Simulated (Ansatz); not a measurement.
`[SiH3][O][GeH3]` + `[SH][GeH3]` → `[SiH3][S][GeH3]` + `[OH][GeH3]`  (ligand exchange at the Si–O bond)

Computed with Ansatz on PBE0-D4/def2-TZVP structures; ΔE is electronic, products minus reactants. CCSD(T)/CBS adds triple-zeta CCSD(T) − MP2 to the extrapolated MP2 energy (def2 sets, frozen cores). Functionals use def2-TZVPP. HSE06 is defined as in plane-wave codes. For Ge outer-core shells are correlated without core-valence functions, which leaves a few kJ/mol of doubt a bond. Scalar relativity is left out up to krypton.

Task: Is it downhill or uphill in electronic energy at CCSD(T)/CBS, and by how much? (Best estimate.)

Result: Ansatz gave: Uphill: ΔE = +0.39 eV.

Task: What do these levels give: r2SCAN-D4, B97M-V, PBE0-D4, ωB97M-V, B2PLYP, PBE-QIDH, revPBE, BLYP, HSE06, CAM-B3LYP, HF/def2-QZVPP, MP2/def2-QZVPP? (Estimate.)

Result: Ansatz gave: r2SCAN-D4 0.36, B97M-V 0.40, PBE0-D4 0.29, ωB97M-V 0.40, B2PLYP 0.46, PBE-QIDH 0.36, revPBE 0.27, BLYP 0.44, HSE06 0.31, CAM-B3LYP 0.52, HF/def2-QZVPP 0.66, MP2/def2-QZVPP 0.38 eV.

Largest T1 diagnostic among the species: 0.012.

From BLYP to BHLYP (50 % exact exchange), in def2-TZVPP and without D4, ΔE moves by +0.09 eV. In def2-TZVPP, CCSD(T) changes the Hartree–Fock value by −0.20 eV (the triples alone add −0.04 eV) and MP2 by −0.24 eV. At CCSD(T), def2-SVP lies +0.06 eV from the extrapolated value and def2-TZVPP +0.04 eV.
